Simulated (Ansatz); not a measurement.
# Relaxing a trial structure of AlH4SiSn

The starting geometry of this gas-phase doublet was optimised with GFN2-xTB; its bonds are those of `[AlH]1[SiH2][SnH]1`.

```tsv
atom	x (Å)	y (Å)	z (Å)
Al	-0.7047	-2.1322	2.9402
Si	0.4257	-2.1569	0.7080
Sn	1.7701	-2.8269	2.9508
H	-2.1423	-1.7708	3.5581
H	0.7101	-4.3243	2.7607
H	0.2703	-2.9016	-0.5591
H	0.5459	-0.7759	0.1709
```

Q: Predict what it relaxes into with BLYP-D3(BJ)/def2-SVP.

A: A new bond forms, giving a structure with H5 bridging Sn3 and Al1, given below by its coordinates. Distances that change by over a tenth: Al1–Sn3 (2.57 → 3.05 Å), Sn3–H5 (1.84 → 2.07 Å). Contacts that close: Al1–H5 (2.62 → 1.72 Å).

The energy falls by 0.70 eV over 18 steps:

```tsv
step	E − E(last) (eV)
1	0.700
3	0.381
5	0.147
7	0.074
9	0.021
10	0.007
12	0.001
14	0.000
16	0.000
18	0.000
```

Final geometry (Å):

```
atom    x (Å)    y (Å)    z (Å)
  Al  -0.8321  -2.4409   2.6084
  Si   0.5025  -2.0744   0.6619
  Sn   2.1320  -3.1754   2.5551
   H  -2.1249  -2.2790   3.5244
   H   0.2918  -3.3991   3.4874
   H   0.1519  -2.8725  -0.5667
   H   0.7540  -0.6475   0.2591
```

Frequencies at the end are all real (lowest 66 cm⁻¹). Open shells are spin-unrestricted. Atoms past krypton carry core potentials, without spin–orbit terms. Run with Ansatz 0.2.0, 85 s on 1 thread of Intel(R) Xeon(R) Platinum 8488C (Sapphire Rapids), with other jobs on the host.
